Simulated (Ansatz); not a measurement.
C3H4AlI, SMILES `IC1=[CH][AlH][CH2]1`, relaxed with RKS PBE-D4/def2-SVP in Ansatz 0.2.0 from a rough embedded geometry. The force threshold is 0.03 eV/Å; the program also tests the step.

Charge 0, multiplicity 1. I: def2 effective core potential.

Start:

```xyz
9

I     1.299    1.419   -2.539
C     0.384    0.547   -0.790
C    -0.315    1.090    0.255
Al   -0.683   -0.460    1.291
C     0.246   -0.858   -0.281
H    -0.567    2.144    0.507
H    -1.356   -1.133    2.569
H    -0.315   -1.459   -0.961
H     1.308   -1.291   -0.050
```

```json
{"step": "1", "energy (eV)": "-17858.3807", "largest force (eV/Å)": "4.776", "largest move (Å)": "0.000"}
{"step": "2", "energy (eV)": "-17859.9714", "largest force (eV/Å)": "1.824", "largest move (Å)": "0.194"}
{"step": "3", "energy (eV)": "-17860.1609", "largest force (eV/Å)": "0.542", "largest move (Å)": "0.116"}
{"step": "4", "energy (eV)": "-17860.1800", "largest force (eV/Å)": "0.489", "largest move (Å)": "0.049"}
{"step": "5", "energy (eV)": "-17860.1943", "largest force (eV/Å)": "0.241", "largest move (Å)": "0.023"}
{"step": "6", "energy (eV)": "-17860.1974", "largest force (eV/Å)": "0.083", "largest move (Å)": "0.013"}
{"step": "7", "energy (eV)": "-17860.1976", "largest force (eV/Å)": "0.023", "largest move (Å)": "0.002"}
```

End:

```xyz
9

I     1.182    1.349   -2.324
C     0.257    0.498   -0.552
C    -0.389    1.246    0.385
Al   -0.693   -0.441    1.284
C     0.328   -0.998   -0.341
H    -0.505    2.337    0.343
H    -1.378   -1.037    2.599
H    -0.169   -1.578   -1.146
H     1.367   -1.376   -0.246
```

Hardware: 4 threads of an INTEL XEON PLATINUM 8581C on a shared host. Wall time 7 s, peak host memory 0.17 GiB.
